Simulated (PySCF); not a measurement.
**Simulated absorption spectrum**

Species: C3H11PSi.
Geometry (PBE0-D3(BJ)/def2-SVP, Å), atoms numbered from 1 in this order:
```xyz
16
C3H11PSi angstrom
C     -0.9085   -0.8797    1.2299
Si     0.0260    0.0498   -0.1141
C      0.2721    1.8449    0.3943
C      1.6870   -0.7765   -0.4300
P     -1.0999    0.0701   -2.0933
H     -1.8934   -0.4260    1.4200
H     -0.3387   -0.8664    2.1740
H     -1.0677   -1.9315    0.9451
H     -0.6942    2.3429    0.5714
H      0.8063    2.4093   -0.3857
H      0.8596    1.9086    1.3246
H      2.2979   -0.7739    0.4874
H      1.5595   -1.8230   -0.7481
H      2.2481   -0.2473   -1.2157
H     -2.3446    0.4466   -1.4974
H     -1.4049   -1.3270   -2.0523
```

Method: TDDFT PBE0/def2-SVPD, vertical, gas phase, core orbitals frozen in the response (PySCF).

Computed states:

```tsv
state	E (eV)	f
S1	6.25	0.029
S2	6.35	0.0054
S3	7.27	0.344
S4	7.37	0.0061
S5	7.50	0.0040
S6	7.54	0.011
```

Broadening: Gaussians 0.3 eV wide at half height, area fixed by f = 4.319×10⁻⁹ ∫ε dν̃. The width is an assumption, not a result. The curve ends short of the highest state used, and states not computed would add to its high-energy end.

(1) What does the envelope look like, and where are its maxima?

(2) Coming from long wavelengths, where does ε first pass 100 L mol⁻¹ cm⁻¹?

(3) On this curve, what absorbance would a 10⁻⁴ mol/L sample give at 193 nm over a 1 cm path?

Answers

(1) 
(E (eV), ε (L mol⁻¹ cm⁻¹)): (5.80, 5), (5.83, 11), (5.86, 22), (5.88, 36), (5.91, 70), (5.94, 129), (5.96, 188), (5.99, 316), (6.02, 503), (6.04, 666), (6.07, 967), (6.09, 1205), (6.12, 1600), (6.15, 2014), (6.17, 2279), (6.20, 2625), (6.23, 2867), (6.25, 2953), (6.28, 2956), (6.31, 2809), (6.33, 2639), (6.36, 2302), (6.39, 1909), (6.41, 1639), (6.44, 1251), (6.47, 908), (6.49, 714), (6.52, 478), (6.55, 305), (6.57, 220), (6.60, 129), (6.63, 73), (6.65, 48), (6.68, 26), (6.70, 17), (6.73, 11), (6.76, 14), (6.78, 21), (6.81, 46), (6.84, 104), (6.86, 173), (6.89, 360), (6.92, 707), (6.94, 1076)

Maxima: 198 nm (6.27 eV), ε about 3000, made up of S1 (87%) and S2 (13%) (ε in L mol⁻¹ cm⁻¹; maxima over ε = 5, shares over 10%). At its high-energy end, 6.94 eV, the curve is still rising (ε about 1100, from S3).

(2) At about 209 nm (5.93 eV), 0.33 eV below S1.

(3) 193 nm is 6.424 eV, where ε is about 1500 L mol⁻¹ cm⁻¹, so A = ε c l ≈ 0.15 (Beer–Lambert, with the gas-phase spectrum and the assumed width).
